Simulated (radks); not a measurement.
The numbers below are computed, except where a source is named.
Species: Eu XXII. Configuration: [Kr] 4d6. Level of theory: non-relativistic Kohn-Sham, PBE, spin-polarised, spherical densities, point nucleus; open shells are filled with parallel spins first (spin-orbit coupling, left out, can overturn this in heavy ions); relativity is left out, which matters for an element this heavy (a radial shooting solver on a logarithmic mesh with Libxc functionals).

Unscreened Slater integrals over Kohn-Sham orbitals (cm^-1). They are taken over the spin-up orbitals.

| integral | value |
|---|---|
| F0(4d,4d) | 343390 |
| F2(4d,4d) | 176700 |
| F4(4d,4d) | 119990 |
| F0(4d,4p) | 344650 |
| F2(4d,4p) | 178700 |
| G1(4d,4p) | 223200 |
| G3(4d,4p) | 142600 |
| F0(4d,4s) | 346080 |
| G2(4d,4s) | 173280 |
| F0(4p,4p) | 346610 |
| F2(4p,4p) | 182720 |
| F0(4p,4s) | 348050 |
| G1(4p,4s) | 237340 |
| F0(4s,4s) | 349630 |

Derived for the open shells (J is the average intra-shell exchange parameter used in DFT+U). 4d: Racah B = F2/49 - 5 F4/441 = 2246 cm^-1, C = 35 F4/441 = 9523 cm^-1, C/B = 4.24, F4/F2 = 0.679, J = (F2 + F4)/14 = 21190 cm^-1.
